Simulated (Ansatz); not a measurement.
C8H18O, SMILES `CCCCCCCCO` from Hartree–Fock to CCSD(T)

```xyz
27

C    -1.677    2.048   -2.372
C    -1.288    0.685   -2.920
C    -0.022    0.105   -2.302
C    -0.135   -0.216   -0.819
C     1.126   -0.852   -0.256
C     1.026   -1.266    1.206
C     0.888   -0.104    2.177
C     0.792   -0.543    3.626
O    -0.340   -1.348    3.892
H    -1.918    2.006   -1.307
H    -2.554    2.447   -2.888
H    -0.863    2.768   -2.498
H    -1.147    0.763   -4.003
H    -2.115   -0.019   -2.772
H     0.809    0.804   -2.457
H     0.250   -0.811   -2.839
H    -0.983   -0.895   -0.660
H    -0.369    0.698   -0.264
H     1.370   -1.735   -0.858
H     1.968   -0.159   -0.384
H     1.919   -1.840    1.478
H     0.178   -1.946    1.338
H     0.003    0.497    1.934
H     1.748    0.569    2.076
H     1.656   -1.160    3.889
H     0.807    0.336    4.286
H    -1.126   -0.831    3.698
```

Charge 0, multiplicity 1. All single points use the PBE0-D4/def2-TZVP geometry. It is one conformer, not always the lowest. Frozen core, restricted reference, Ansatz. CBS rows extrapolate triple and quadruple zeta; past MP2 they add the triple-zeta difference.

| basis | HF (Eh) | MP2 corr. | CCSD corr. | (T) | CCSD(T) total |
| --- | --- | --- | --- | --- | --- |
| def2-SVP | -388.00584 | ? | -1.45278 | -0.04213 | ? |
| def2-TZVPP | -388.43650 | -1.64617 | -1.73614 | ? | ? |
| def2-QZVPP | -388.45484 | ? | – | – | – |
| CBS(def2) | -388.45736 | ? | -1.92192 | as TZ | ? |

**Question.** Fill in the withheld values. (Best estimate.)

**Answer.** Computed: def2-SVP MP2 corr.: -1.34031; def2-SVP CCSD(T) total: -389.50075; def2-TZVPP (T): -0.06761; def2-TZVPP CCSD(T) total: -390.24025; def2-QZVPP MP2 corr.: -1.75289; CBS(def2) MP2 corr.: -1.83194; CBS(def2) CCSD(T) total: -390.44689.
